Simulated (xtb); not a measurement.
Br4Sn (SMILES [Br][Sn]([Br])([Br])[Br]), singlet, at a GFN2-xTB geometry (such geometries of metal compounds can be far from the true shape); xtb with GFN2-xTB.

The xtb input:
```
$ xtb mol.xyz --gfn 2 --acc 30 --json

# file mol.xyz
5

Br    -0.91186099     2.25519566    -0.77092607
Sn    -0.00000000     0.00000000     0.00000000
Br    -1.75646102    -1.80817005    -0.39634669
Br     0.55773232     0.11338300     2.48752968
Br     2.11058968    -0.56040861    -1.32025692
```

**Question.** Write the output that xtb gives for this input, abridged.

**Answer.** 
```
   ID    Z sym.   atoms
    1   35 Br     1, 3-5
    2   50 Sn     2

           -------------------------------------------------
          |                Calculation Setup                |
           -------------------------------------------------

           -------------------------------------------------
          |                 G F N 2 - x T B                 |
           -------------------------------------------------

          ...................................................
          :                      SETUP                      :
          :.................................................:
          :  # basis functions                  50          :
          :  # atomic orbitals                  45          :
          :  # shells                           15          :
          :  # electrons                        32          :
          :  max. iterations                   250          :
          :  Hamiltonian                  GFN2-xTB          :
          :  restarted?                      false          :
          :  GBSA solvation                  false          :
          :  PC potential                    false          :
          :  electronic temp.          300.0000000     K    :
          :  accuracy                   30.0000000          :
          :  -> integral cutoff          0.2000000E+02      :
          :  -> integral neglect         0.3000000E-06      :
          :  -> SCF convergence          0.3000000E-04 Eh   :
          :  -> wf. convergence          0.3000000E-02 e    :
          :  Broyden damping             0.4000000          :
          :  net charge                          0          :
          :  unpaired electrons                  0          :
          ...................................................

 iter      E             dE          RMSdq      gap      omega  full diag
   1    -16.4136606 -0.164137E+02  0.172E+01    1.64       0.0  T
   2    -12.2148031  0.419886E+01  0.190E+01    5.26       1.0  T
   3    -18.3695646 -0.615476E+01  0.760E+00    1.49       1.0  T
   4    -18.4516866 -0.821220E-01  0.419E+00    1.37       1.0  T
   5    -18.5999074 -0.148221E+00  0.241E+00    1.38       1.0  T
   6    -18.6318167 -0.319093E-01  0.822E-01    1.31       1.0  T
   7    -18.6309872  0.829494E-03  0.119E+00    1.29       1.0  T
   8    -18.6318105 -0.823273E-03  0.110E+00    1.29       1.0  T
   9    -18.6370298 -0.521936E-02  0.150E-01    1.31       1.0  T
  10    -18.6370985 -0.686758E-04  0.924E-02    1.31       1.0  T
  11    -18.6371420 -0.435322E-04  0.118E-02    1.31       3.8  T
  12    -18.6371427 -0.699518E-06  0.539E-03    1.31       8.3  T
  13    -18.6371429 -0.197281E-06  0.492E-04    1.31      90.9  T

   *** convergence criteria satisfied after 13 iterations ***

         :::::::::::::::::::::::::::::::::::::::::::::::::::::
         ::                     SUMMARY                     ::
         :::::::::::::::::::::::::::::::::::::::::::::::::::::
         :: total energy             -18.631530680099 Eh    ::
         :: gradient norm              0.000002595529 Eh/a0 ::
         :: HOMO-LUMO gap              1.313067967599 eV    ::
         ::.................................................::
         :: SCC energy               -18.637133687466 Eh    ::
         :: -> isotropic ES           -0.017328492850 Eh    ::
         :: -> anisotropic ES          0.005808282700 Eh    ::
         :: -> anisotropic XC          0.002584189382 Eh    ::
         :: -> dispersion             -0.007975542753 Eh    ::
         :: repulsion energy           0.005603007366 Eh    ::
         :: add. restraining           0.000000000000 Eh    ::
         :: total charge               0.000000000038 e     ::
         :::::::::::::::::::::::::::::::::::::::::::::::::::::

           -------------------------------------------------
          |                Property Printout                |
           -------------------------------------------------

    * Orbital Energies and Occupations

         #    Occupation            Energy/Eh            Energy/eV
      -------------------------------------------------------------
         1        2.0000           -0.9164618             -24.9382
       ...           ...                  ...                  ...
         4        2.0000           -0.8784597             -23.9041
         5        2.0000           -0.8237169             -22.4145
         6        2.0000           -0.5035131             -13.7013
         7        2.0000           -0.5035131             -13.7013
         8        2.0000           -0.5035131             -13.7013
         9        2.0000           -0.4736356             -12.8883
        10        2.0000           -0.4736356             -12.8883
        11        2.0000           -0.4683986             -12.7458
        12        2.0000           -0.4683986             -12.7458
        13        2.0000           -0.4683986             -12.7458
        14        2.0000           -0.4624880             -12.5849
        15        2.0000           -0.4624880             -12.5849
        16        2.0000           -0.4624880             -12.5849 (HOMO)
        17                         -0.4142337             -11.2719 (LUMO)
        18                         -0.1803650              -4.9080
        19                         -0.1803650              -4.9080
        20                         -0.1803650              -4.9080
        21                         -0.0666284              -1.8131
        22                         -0.0666284              -1.8131
        23                         -0.0245085              -0.6669
        24                         -0.0245085              -0.6669
        25                         -0.0245085              -0.6669
        26                         -0.0161523              -0.4395
        27                         -0.0161523              -0.4395
       ...                                ...                  ...
        45                          1.0001652              27.2159
      -------------------------------------------------------------
                  HL-Gap            0.0482544 Eh            1.3131 eV
             Fermi-level           -0.4378852 Eh          -11.9155 eV

     #   Z          covCN         q      C6AA      α(0)
     1  35 Br       0.828    -0.128   188.296    22.124
     2  50 Sn       3.311     0.513   325.416    33.806
     3  35 Br       0.828    -0.128   188.296    22.124
     4  35 Br       0.828    -0.128   188.296    22.124
     5  35 Br       0.828    -0.128   188.296    22.124

 Mol. C6AA /au·bohr⁶  :       5301.138308
 Mol. C8AA /au·bohr⁸  :     406205.916520
 Mol. α(0) /au        :        122.302244

Wiberg/Mayer (AO) data.
largest (>0.10) Wiberg bond orders for each atom

 ---------------------------------------------------------------------------
     #   Z sym  total        # sym  WBO       # sym  WBO       # sym  WBO
 ---------------------------------------------------------------------------
     1  35 Br   1.271 --     2 Sn   0.721     4 Br   0.183     3 Br   0.183
                             5 Br   0.183
     2  50 Sn   2.884 --     3 Br   0.721     4 Br   0.721     1 Br   0.721
                             5 Br   0.721
     3  35 Br   1.271 --     2 Sn   0.721     4 Br   0.183     1 Br   0.183
                             5 Br   0.183
     4  35 Br   1.271 --     2 Sn   0.721     3 Br   0.183     1 Br   0.183
                             5 Br   0.183
     5  35 Br   1.271 --     2 Sn   0.721     4 Br   0.183     3 Br   0.183
                             1 Br   0.183
 ---------------------------------------------------------------------------

Topologies differ in total number of bonds
Writing topology from bond orders to xtbtopo.mol

molecular dipole:
                 x           y           z       tot (Debye)
 q only:       -0.000      -0.000       0.000
   full:        0.000      -0.000       0.000       0.000
molecular quadrupole (traceless):
                xx          xy          yy          xz          yz          zz
 q only:       -0.000       0.000      -0.000       0.000       0.000       0.000
  q+dip:       -0.000       0.000      -0.000       0.000       0.000       0.000
   full:       -0.000       0.000      -0.000       0.000       0.000       0.000

           -------------------------------------------------
          | TOTAL ENERGY              -18.631530680099 Eh   |
          | GRADIENT NORM               0.000002595529 Eh/α |
          | HOMO-LUMO GAP               1.313067967599 eV   |
           -------------------------------------------------

normal termination of xtb
```
